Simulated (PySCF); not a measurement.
SMILES N[SiH2][O][Al]([OH])[OH], B3LYP/def2-SVP optimised geometry.

```
12

Si    -1.93    -0.12     0.00
N     -2.68    -0.88     1.36
O     -0.28    -0.12     0.00
Al     1.42    -0.03     0.01
O      2.40    -1.40    -0.16
O      2.25     1.43     0.21
H     -2.40     1.30     0.00
H     -2.39    -0.85    -1.22
H     -2.68    -1.89     1.45
H     -2.70    -0.43     2.26
H      2.07    -2.29    -0.30
H      1.83     2.29     0.31
```

Density from B3LYP/def2-TZVP (PySCF) at that geometry.

Minimum of the electron density along straight lines between bonded atoms, close to the bond critical point (lines longer than 1.1 times the sum of covalent radii, or with two minima, are not listed):

| bond | length / Å | ρ at the minimum / e bohr⁻³ | ∇²ρ there / e bohr⁻⁵ | position (fraction from the first atom) |
|---|---|---|---|---|
| Si1–N2 | 1.725 | 0.132 | ? | 0.40 |
| Si1–O3 | 1.656 | 0.131 | 0.79 | 0.41 |
| O3–Al4 | 1.695 | 0.106 | 0.80 | 0.57 |
| Al4–O5 | 1.696 | 0.111 | 0.78 | 0.43 |
| Al4–O6 | 1.696 | 0.111 | 0.78 | 0.43 |
| Si1–H7 | 1.491 | 0.123 | 0.13 | 0.49 |
| Si1–H8 | 1.490 | 0.123 | 0.13 | 0.49 |
| N2–H9 | 1.015 | 0.331 | -1.57 | 0.73 |
| N2–H10 | 1.015 | 0.331 | -1.57 | 0.73 |
| O5–H11 | 0.960 | 0.356 | -2.39 | 0.80 |
| O6–H12 | 0.960 | 0.356 | -2.40 | 0.80 |

What belongs in the gaps?


- Si1–N2, ∇²ρ there / e bohr⁻⁵: 0.54
